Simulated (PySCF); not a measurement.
H2F2SeSi, SMILES F[SiH](F)[SeH], singlet at its B3LYP/def2-SVP optimised geometry (Å):

```
6

Si    -0.5587    -0.6950     0.0000
F      1.0558    -0.6950     0.0000
F     -1.0414    -1.3729     1.3849
Se    -1.1731    -1.9303    -1.7998
H     -1.0558     0.6950     0.0000
H     -2.6004    -1.6263    -1.5671
```

Level of theory: B3LYP/def2-TZVP (PySCF). Cells within 0.4 Å of a nucleus heavier than hydrogen are left out (blank, or x).

Map of the LUMO amplitude (bohr^(-3/2)) on the plane z = 0.0 Å; orbital energy -0.70 eV, overall sign arbitrary:

```
|666666666666666666666666666|
|666666666666666666666666666|
|666666677777776666666666666|
|666667777777777766666666666|
|666677777777777777666666666|
|666677777777777777766666666|
|666777777787777777776666666|
|666777778888887777777666666|
|666777788888888777777766666|
|666777788999888877777766666|
|666667778999888877777776666|
|666666667888888877777776666|
|666666555678888777777777666|
|766665443457777776777777666|
|776654322257777656667777666|
|7766543101xxx665xxx66777666|
|7776543101xxx665xxx66777666|
|77766431004x66654x566777666|
|777765421135677666667777666|
|887765433345677777777777666|
|887766544456778777777777666|
|777766555566788877777776666|
|777766666667788877777776666|
|777766666677788877777766666|
|777766666677777777777766666|
|777666666677777777777666666|
|666666666677777777776666666|
```
Scale: ten equal steps from -0.114 (start of '0') to 0.055 (end of '9'), in the order '0123456789'; x runs from -3.50 to 3.50, y from -3.50 (bottom) to 3.50 (top).
